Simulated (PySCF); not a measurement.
Mg(OMe)(NH2) (CH₅MgNO), SMILES C[O][Mg][NH2]. Atoms are numbered in the order given.

```xyz
9

Mg     0.4105     0.1666     0.5095
O     -0.6714    -0.2723    -0.8286
C     -1.5078    -0.6121    -1.8709
H     -2.3033     0.1448    -2.0327
H     -0.9612    -0.7103    -2.8320
H     -2.0213    -1.5805    -1.6963
N      1.5601     0.6331     1.9322
H      1.9855    -0.0053     2.6007
H      1.8716     1.5707     2.1758
```
Charge 0, spin multiplicity 1.

Geometry optimised at B3LYP-D3(BJ)/def2-SVP. One conformer was computed; it need not be the lowest.

The numbers are results of PBE0/pcSseg-1 run with PySCF, not measurements.

GIAO shieldings, no solvent; atoms alike by connectivity are averaged. δ = σ(ref) − σ: ¹⁷O against H2O (σ = 334.2 ppm); ¹³C against TMS (σ = 186.3 ppm); ¹H against TMS (σ = 31.56 ppm); ¹⁵N against NH3 (σ = 267.4 ppm), references at their B3LYP-D3(BJ)/def2-TZVP geometries, non-relativistic.

```csv
atoms,nucleus,count,δ (ppm)
O2,¹⁷O,1,-45.7
C3,¹³C,1,58.4
"H4, H5, H6",¹H,3,___
"H8, H9",¹H,2,-1.76
N7,¹⁵N,1,___
```

### Question
What belongs in the gaps? (An estimate is asked for; the answer gives what the named calculation found.)

### Answer

- H4, H5, H6, δ (ppm): 4.32
- N7, δ (ppm): -45.4
